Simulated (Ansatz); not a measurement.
```xyz
14

B    -1.8319    0.4514    1.2042
Si   -0.6637   -0.5309   -0.0069
N    -1.1562    1.2942   -0.0114
N     1.0032   -0.7884    0.2156
C     2.0311   -0.8258   -0.8003
H    -3.0181    0.3296    1.0869
H    -1.3783    0.7551    2.2733
H    -0.9958   -0.9694   -1.3890
H    -0.4709    1.9874    0.2537
H    -1.7760    1.6615   -0.7195
H     1.3473   -0.8408    1.1605
H     2.6521    0.0784   -0.8094
H     1.5654   -0.9134   -1.7843
H     2.6917   -1.6890   -0.6732
```

Charge 0, multiplicity 1. The bonds changed during the relaxation, so this is another structure than the one it started from.

List the r2SCAN/def2-TZVPP orbital energies in eV (Ansatz). (Best estimate.)

Ansatz gave: Occupied: -1790.78, -385.93, -385.09, -273.84, -179.02, -141.19, -96.13, -96.04, -95.96, -23.37, -23.00, -17.45, -14.52, -13.30, -13.06, -11.63, -10.96, -10.66, -9.72, -9.00, -7.95, -7.48, -6.17, -5.39. Lowest empty: -0.04, 0.60, 0.78, 1.41, 1.96, 2.24, 2.65, 3.15.
